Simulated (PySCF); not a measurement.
**Radial density of O (oxygen, neutral)**

UHF, [He] 2s1 2p5, high-spin 3P determinant (an excited configuration). Calculation: PySCF 2.14, in aug-cc-pVDZ-DK (4s3p2d, 23 functions); scalar relativity by spin-free X2C-1e.

```csv
r (bohr),4πr²ρ (e/bohr),4πr²(ρα − ρβ)
0.00418,0.06555,0.0017
0.00704,0.1764,0.0046
0.0118,0.4541,0.0119
0.0199,1.121,0.0292
0.0335,2.538,0.0657
0.0563,4.992,0.1272
0.0947,7.713,0.1874
0.159,8.121,0.1906
0.268,5.058,0.2706
0.451,3.286,0.9857
0.758,4.507,1.9587
1.28,3.426,1.2682
2.15,0.9387,0.1301
3.61,0.08285,-0.0252
6.07,0.002748,-0.0026
```

Densities and radii are taken from the X2C orbitals without a picture-change correction, which distorts them close to the nucleus.

(1) Where is the radial spin density 4πr²(ρα − ρβ) most negative, and why is it negative at all?

## Answers

(1) Around r = 3.61 bohr, down to -0.0252 e/bohr: exchange with the open shell polarises the paired shells in an unrestricted calculation.
